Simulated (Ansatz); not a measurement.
Reaction (formal hydrolysis of the In–F bond): `[NH2][In]([F])[SH]` + H₂O → `[NH2][In]([OH])[SH]` + H–F

Program: Ansatz. Geometries: PBE0-D4/def2-TZVP. ΔE: electronic, gas phase. CBS: MP2 limit from def2 TZ/QZ plus the TZ coupled-cluster correction, frozen cores. This one scheme is used for every species. DFT in def2-TZVPP. B3LYP here is the variant with VWN-RPA as its local correlation; programs differ in this. Elements past krypton have def2 core potentials. For In outer-core shells are correlated without core-valence functions, which leaves a few kJ/mol of doubt a bond. Each species was taken in one conformer, which may not be the lowest.

Q: Is it downhill or uphill in electronic energy at CCSD(T)/CBS, and by how much? (An estimate is asked.)

A: Ansatz gave: Uphill: ΔE = +0.35 eV.

Q: What do these levels give: r2SCAN-D4, ωB97X-V, ωB97M-V, PBE, r2SCAN, B3LYP, HF/def2-TZVPP, MP2/def2-TZVPP, SCS-MP2/def2-TZVPP, HF/def2-QZVPP, MP2/def2-QZVPP, MP2/CBS(def2)? (An estimate is asked.)

A: Computed: r2SCAN-D4 0.43, ωB97X-V 0.43, ωB97M-V 0.42, PBE 0.42, r2SCAN 0.44, B3LYP 0.45, HF/def2-TZVPP 0.48, MP2/def2-TZVPP 0.30, SCS-MP2/def2-TZVPP 0.34, HF/def2-QZVPP 0.50, MP2/def2-QZVPP 0.32, MP2/CBS(def2) 0.32 eV.

Largest T1 diagnostic among the species: 0.015.

In def2-TZVPP, CCSD(T) changes the Hartree–Fock value by −0.15 eV (the triples alone add −0.02 eV) and MP2 by −0.18 eV.
